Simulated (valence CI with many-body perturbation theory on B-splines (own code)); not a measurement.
## Cl11+: calculated level list

Level of theory: valence CI with perturbative core correlation (CI+MBPT): four valence electrons over a frozen Dirac-Fock core [He], a basis of 11 s, 11 p, 10 d, 8 f, 5 g, 2 h functions for each j, with the one-electron correlation potential Σ1 (screened to all orders), the two-electron term Σ2, the three-electron term Σ3, Breit, model QED; selected single and double excitations, second order for the rest, scaled by the run's own slope (own B-spline code, finite nucleus).

No measured levels were compared; by estimate levels of excited configurations hold to 0.05 to 0.15 % of their energy, terms of the ground configuration to about 0.5 %. Among the levels kept, up to 850 cm⁻¹ of a level comes from second order outside the variational space, and about a tenth of that is noise between levels of different J, which matters for small intervals.

Levels 136 to 173 of 173, with energies above the lowest level, 2s2.2p2 3P_0. "Leading %" is the weight of the configuration and term that name the level; weights of strongly mixed levels are sums over their largest components and can fall short. In the jj column 3d3/2^4 stands for four electrons in 3d with j = 3/2.

```csv
No.,Configuration,Term,J,E (eV),Leading %,Leading jj,Second component,g
136,2s.2p2.3d,3P,0,416.41,98,2s 2p1/2 2p3/2 3d3/2 (38 %),,
137,2s.2p2.3d,3P,1,416.47,98,2s 2p1/2 2p3/2 3d5/2 (36 %),,1.500
138,2s.2p2.3d,3P,2,416.57,96,2s 2p1/2 2p3/2 3d5/2 (38 %),,1.491
139,2s.2p2.3d,3S,1,417.77,94,2s 2p1/2 2p3/2 3d5/2 (36 %),,1.973
140,2s.2p2.3d,1D,2,417.81,96,2s 2p1/2 2p3/2 3d5/2 (42 %),,1.008
141,2s.2p2.3d,1P,1,418.70,94,2s 2p1/2 2p3/2 3d5/2 (41 %),,1.025
142,2s.2p2.3p,1D°,2,419.47,96,2s 2p1/2 2p3/2 3p3/2 (38 %),,1.008
143,2p3.3s,5S°,2,421.25,99,2p1/2 2p3/2^2 3s (54 %),,1.998
144,2s.2p2.3d,1S,0,421.48,96,2s 2p1/2 2p3/2 3d5/2 (36 %),,
145,2s.2p2.3p,1P°,1,422.45,95,2s 2p3/2^2 3p3/2 (38 %),,1.009
146,2s.2p2.3d,3D,2,425.31,56,2s 2p1/2^2 3d3/2 (37 %),35 % 2s.2p2.3d 3F,0.976
147,2s.2p2.3d,3D,1,425.37,94,2s 2p1/2^2 3d3/2 (42 %),,0.529
148,2s.2p2.3d,3D,3,425.42,69,2s 2p1/2^2 3d5/2 (45 %),26 % 2s.2p2.3d 3F,1.260
149,2s.2p2.3d,3D,2,426.27,44,2s 2p1/2 2p3/2 3d3/2 (25 %),40 % 2s.2p2.3d 3F,0.939
150,2s.2p2.3d,3F,3,427.21,65,2s 2p3/2^2 3d5/2 (42 %),31 % 2s.2p2.3d 3D,1.161
151,2s.2p2.3d,3F,4,427.47,94,2s 2p3/2^2 3d5/2 (57 %),4 % 2p3.3p 3F,1.249
152,2s.2p2.3d,1D,2,428.49,56,2s 2p3/2^2 3d3/2 (49 %),19 % 2s.2p2.3d 3F,0.973
153,2p3.3s,3S°,1,428.65,77,2p1/2 2p3/2^2 3s (41 %),21 % 2s.2p2.3p 3S°,1.993
154,2s.2p2.3d,1P,1,428.96,54,2s 2p1/2 2p3/2 3d3/2 (45 %),40 % 2s.2p2.3d 3D,0.806
155,2s.2p2.3d,3D,3,429.40,91,2s 2p3/2^2 3d5/2 (44 %),,1.323
156,2s.2p2.3d,3D,2,429.50,69,2s 2p3/2^2 3d5/2 (44 %),25 % 2s.2p2.3d 1D,1.127
157,2s.2p2.3d,3D,1,429.60,60,2s 2p3/2^2 3d5/2 (32 %),37 % 2s.2p2.3d 1P,0.690
158,2s.2p2.3d,3P,2,431.25,90,2s 2p1/2 2p3/2 3d5/2 (36 %),4 % 2s.2p2.3d 3D,1.475
159,2s.2p2.3d,3P,1,431.66,93,2s 2p3/2^2 3d3/2 (36 %),,1.476
160,2s.2p2.3d,3P,0,431.73,97,2s 2p3/2^2 3d3/2 (60 %),,
161,2s.2p2.3d,1F,3,432.69,94,2s 2p1/2 2p3/2 3d5/2 (34 %),,1.004
162,2p3.3s,3D°,1,433.62,94,2p1/2 2p3/2^2 3s (45 %),,0.509
163,2p3.3s,3D°,2,433.67,94,2p1/2 2p3/2^2 3s (62 %),,1.170
164,2p3.3s,3D°,3,433.77,94,2p1/2 2p3/2^2 3s (94 %),,1.333
165,2p3.3p,5P,1,433.82,98,2p1/2 2p3/2^2 3p1/2 (47 %),,2.493
166,2p3.3p,5P,2,433.96,97,2p1/2 2p3/2^2 3p1/2 (31 %),,1.828
167,2p3.3p,5P,3,434.24,98,2p1/2 2p3/2^2 3p3/2 (54 %),,1.665
168,2s.2p2.3d,1D,2,436.10,93,2s 2p3/2^2 3d5/2 (30 %),,1.010
169,2p3.3s,1D°,2,436.50,92,2p1/2 2p3/2^2 3s (74 %),5 % 2s.2p2.3p 1D°,1.005
170,2p3.3p,3P,1,437.72,97,2p1/2^2 2p3/2 3p3/2 (37 %),,1.500
171,2p3.3p,3P,2,437.75,96,2p1/2 2p3/2^2 3p3/2 (42 %),,1.499
172,2p3.3p,3P,0,437.88,98,2p1/2 2p3/2^2 3p3/2 (84 %),,
173,2p3.3p,3D,1,444.22,51,2p1/2 2p3/2^2 3p1/2 (38 %),45 % 2p3.3p 1P,0.742
```

Names give the largest LS component (configuration and term), which can be under half, so a name can repeat, a term be missing and a line seem to break the LS rules; names also repeat where a configuration has a term twice.
